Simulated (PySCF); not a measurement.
# N⁺ (nitrogen, charge +1) across methods

[He] 2s2 2p2, high-spin 3P determinant. Computed with PySCF 2.14 in def2-TZVPPD (6s3p3d1f, 37 functions), with the non-relativistic Hamiltonian (point nucleus).

```json
{"method": "PBE", "E (hartree)": "-53.9914", "mean ε 2s α (eV)": "-33.533", "mean ε 2s β (eV)": "-30.049", "mean ε 2p α (eV)": "-22.020", "Σ⟨r²⟩ (bohr²)": "7.858", "⟨S²⟩": "2.002"}
{"method": "PBE0", "E (hartree)": "-54.0038", "mean ε 2s α (eV)": "-36.359", "mean ε 2s β (eV)": "-31.807", "mean ε 2p α (eV)": "-24.242", "Σ⟨r²⟩ (bohr²)": "7.808", "⟨S²⟩": "2.003"}
{"method": "LDA", "E (hartree)": "-53.5819", "mean ε 2s α (eV)": "-33.362", "mean ε 2s β (eV)": "-29.957", "mean ε 2p α (eV)": "-21.997", "Σ⟨r²⟩ (bohr²)": "7.903", "⟨S²⟩": "2.002"}
{"method": "PBEsol", "E (hartree)": "-53.7821", "mean ε 2s α (eV)": "-33.401", "mean ε 2s β (eV)": "-29.878", "mean ε 2p α (eV)": "-21.902", "Σ⟨r²⟩ (bohr²)": "7.876", "⟨S²⟩": "2.002"}
{"method": "B3LYP", "E (hartree)": "-54.0656", "mean ε 2s α (eV)": "-35.703", "mean ε 2s β (eV)": "-31.613", "mean ε 2p α (eV)": "-23.854", "Σ⟨r²⟩ (bohr²)": "7.824", "⟨S²⟩": "2.003"}
{"method": "UHF", "E (hartree)": "-53.89202", "mean ε 2s α (eV)": "-44.151", "mean ε 2s β (eV)": "-35.535", "mean ε 2p α (eV)": "-30.380", "Σ⟨r²⟩ (bohr²)": "7.760", "⟨S²⟩": "2.007"}
{"method": "PW91", "E (hartree)": "-54.0315", "mean ε 2s α (eV)": "-33.598", "mean ε 2s β (eV)": "-30.096", "mean ε 2p α (eV)": "-22.125", "Σ⟨r²⟩ (bohr²)": "7.852", "⟨S²⟩": "2.002"}
{"method": "wB97M-V", "E (hartree)": "-54.0591", "mean ε 2s α (eV)": "-38.616", "mean ε 2s β (eV)": "-34.718", "mean ε 2p α (eV)": "-26.489", "Σ⟨r²⟩ (bohr²)": "7.876", "⟨S²⟩": "2.002"}
{"method": "r2SCAN", "E (hartree)": "-54.0372", "mean ε 2s α (eV)": "-34.655", "mean ε 2s β (eV)": "-30.222", "mean ε 2p α (eV)": "-22.795", "Σ⟨r²⟩ (bohr²)": "7.780", "⟨S²⟩": "2.004"}
```
